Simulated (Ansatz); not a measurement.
Molecule: NaOH, charge 1, multiplicity 2. SMILES of the parent species: [OH][Na]

Atoms: Na1, O2, H3. Bonds: Na1-O2, O2-H3.

Bond lengths (Å) and angles (degrees) optimised at HF/STO-3G with Ansatz (a quantum-chemistry and plane-wave program); HF/6-31G* with Ansatz; PBE/6-31G* with Ansatz; B3LYP/LANL2DZ with Ansatz; B3LYP/6-31G* with Ansatz; MP2/6-31G* with Ansatz, each started from the B3LYP-D3(BJ)/def2-TZVP structure (Ansatz) of the last column. A row stands for all coordinates that are equal there. 6-31G* holds six Cartesian d functions. At B3LYP/6-31G* the structure is a saddle point. No wavenumbers were computed at HF/STO-3G, PBE/6-31G*, B3LYP/LANL2DZ, MP2/6-31G*, so these may be saddle points.

```tsv
coordinate	HF/STO-3G	HF/6-31G*	PBE/6-31G*	B3LYP/LANL2DZ	B3LYP/6-31G*	MP2/6-31G*	B3LYP-D3(BJ)/def2-TZVP
Na1-O2	2.041	2.271	2.252	2.269	2.239	2.280	2.258
O2-H3	1.003	0.962	0.990	0.994	0.983	0.981	0.978
Na1-O2-H3	180.0	180.0	180.0	180.0	180.0	180.0	180.0
```

Mean signed difference of all 2 bond lengths from B3LYP-D3(BJ)/def2-TZVP: HF/STO-3G -0.096 Å, HF/6-31G* -0.001 Å, PBE/6-31G* 0.004 Å, B3LYP/LANL2DZ 0.014 Å, B3LYP/6-31G* -0.007 Å, MP2/6-31G* 0.013 Å.
